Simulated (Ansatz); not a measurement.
`CC[Si]F` + CH₃OH → `CO[Si]F` + ethane  (ligand exchange at the Si–C bond)

Program: Ansatz. Geometries: PBE0-D4/def2-TZVP. ΔE: electronic, gas phase. CBS: MP2 limit from def2 TZ/QZ plus the TZ coupled-cluster correction, frozen cores. This one scheme is used for every species. DFT in def2-TZVPP. B3LYP here is the variant with VWN-RPA as its local correlation; programs differ in this. Each species was taken in one conformer, which may not be the lowest.

```tsv
level	ΔE (kJ/mol)	difference from CCSD(T)/CBS
revPBE-D4	-172.1	6.8
BLYP-D4	-185.4	-6.5
r2SCAN-D4	-184.1	-5.2
B97M-V	-185.8	-6.9
B3LYP-D4	-185.6	-6.7
r2SCAN0-D4	-182.5	-3.6
r2SCAN	-184.4	-5.5
PBE0	-175.7	3.2
CAM-B3LYP	-190.2	-11.3
SCS-MP2/def2-TZVPP	-186.4	-7.5
CCSD(T)/CBS	-178.9	0
```

Q: What do rigid-rotor, harmonic-oscillator terms from PBE0-D4/def2-TZVP frequencies (298.15 K, 1 bar) make of the CCSD(T)/CBS value? (Best estimate.)

A: Computed: ΔZPE = +4.3 kJ/mol, ΔH = -175.6 kJ/mol, ΔS = -26 J/(mol·K), ΔG = -167.9 kJ/mol. Modes under 50 cm⁻¹ make the entropy rough.

Largest T1 diagnostic among the species: 0.014.

Leaving LDA and LC-ωPBE aside and taking each functional with its dispersion term where it has one, the values, not all of them listed here, spread over 17.0 kJ/mol, from CAM-B3LYP-D4 to revPBE-D4. In def2-TZVPP, CCSD(T) changes the Hartree–Fock value by +9.8 kJ/mol (the triples alone add +0.3 kJ/mol) and MP2 by +5.2 kJ/mol.
